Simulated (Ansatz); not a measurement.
Consider the ligand exchange at a B–N bond: `B[NH][Al]([CH3])[CH3]` + `BNCC=C` → `BN(B)CC=C` + `[CH3][Al]([CH3])[NH2]`.

Calculated with Ansatz (gas phase, PBE0-D4/def2-TZVP geometries, no zero-point term in ΔE). CCSD(T)/CBS is the MP2 limit (def2-TZVPP, def2-QZVPP) plus CCSD(T) − MP2 in def2-TZVPP, frozen cores. Functionals use def2-TZVPP. Each species was taken in one conformer, which may not be the lowest.

```json
{"species": "`B[NH][Al]([CH3])[CH3]`", "PBE0 energy (Eh)": "-403.48997"}
{"species": "`BNCC=C`", "PBE0 energy (Eh)": "-198.55995"}
{"species": "`BN(B)CC=C`", "PBE0 energy (Eh)": "-223.98739"}
{"species": "`[CH3][Al]([CH3])[NH2]`", "PBE0 energy (Eh)": "-378.04690"}
```

(1) Work out ΔE.

Largest T1 diagnostic among the species: 0.012.

## Answers

(1) ΔE = (-223.98739) + (-378.04690) − (-403.48997) − (-198.55995) = 0.01563 Eh = +41.0 kJ/mol. CCSD(T)/CBS gives +32.4 kJ/mol.

The D4 term adds −5.9 kJ/mol with B3LYP and −3.2 kJ/mol with PBE0; it sums over pairs of atoms, weighted by their polarisabilities, and B3LYP, whose exchange is more repulsive, gets the larger term. From PBE to PBE0 (25 % exact exchange), in def2-TZVPP and without D4, ΔE moves by −3.1 kJ/mol.

B3LYP here is the variant with VWN-RPA as its local correlation; programs differ in this.
